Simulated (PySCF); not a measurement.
Electron correlation in Ce⁴⁵⁺ (cerium, charge +45)

[Ne] 3s2 3p1, 2P determinant. All numbers are calculated (PySCF 2.14, the non-relativistic Hamiltonian (point nucleus), in an even-tempered Gaussian basis (16 s from 8.8 bohr⁻², ratio 2.5; 10 p from 11 bohr⁻², ratio 2.5; 4 d from 46 bohr⁻², ratio 2.7; 4 f from 69 bohr⁻², ratio 2.7)). Frozen: 1s2; 11 electrons correlated; the 17 highest virtual orbitals of each spin left out.

```
  level  correlation energy (mhartree)
   CCSD                        -536.19
    (T)                          -1.78
CCSD(T)                        -537.97
```

Diagnostics: T1 = 0.00099, D1 = 0.0043, largest double amplitude 0.084.

A non-relativistic calculation at this Z misses sizeable relativistic shifts. Spin-orbit coupling, absent here, splits the open shell strongly.

Cost of the coupled-cluster step: about 30 core-seconds, for 11 correlated electrons.

At this charge a non-relativistic calculation is a model, useful for the Z dependence of the correlation energy.
